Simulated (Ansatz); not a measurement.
BCl2(CCH) (C2HBCl2). Charge 0, multiplicity 1. Geometry relaxed at B3LYP-D4/def2-SVP.

```xyz
6

B    -0.798   -0.275   -0.618
Cl   -2.288   -0.890    0.080
Cl   -0.659   -0.128   -2.363
C     0.356    0.124    0.276
C     1.284    0.443    0.996
H     2.105    0.725    1.630
```

Problem. Estimate the harmonic wavenumbers at RKS B3LYP-D4/def2-SVP (Ansatz, unscaled). Is this a minimum?

Solution. 136, 213, 258, 455, 498, 543, 706, 782, 964, 1099, 2177, 3460 cm⁻¹. Yes, no mode is imaginary beyond noise. Zero-point energy 67.5 kJ/mol. Hardware: 2 threads of Intel Xeon Platinum 8259CL on a shared host. Wall time 61 s.
